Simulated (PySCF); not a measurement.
Zn(Et) (C2H5Zn), SMILES [Zn+][CH2]C, charge +1. Geometry optimised at B3LYP-D3(BJ)/def2-SVP. The multiplicity is an assumed one; other spin states were not compared. The isomer is the one that the SMILES or the coordinates give; other isomers of the formula were not compared.

Computed equilibrium geometry at B3LYP-D3(BJ)/def2-SVP (PySCF confirms it by a frequency run) as a Z-matrix, and its point group:
point group Cs.
```
C
H 1 1.1002
H 1 1.1002 2 111.65
C 1 1.4997 2 116.13 3 -136.26
H 4 1.0988 1 113.65 2 -49.40
H 4 1.0988 5 110.06 1 128.77
H 4 1.1107 5 106.65 6 115.32
Zn 1 2.0739 2 98.64 3 102.94
```
Charge +1, spin multiplicity 1.
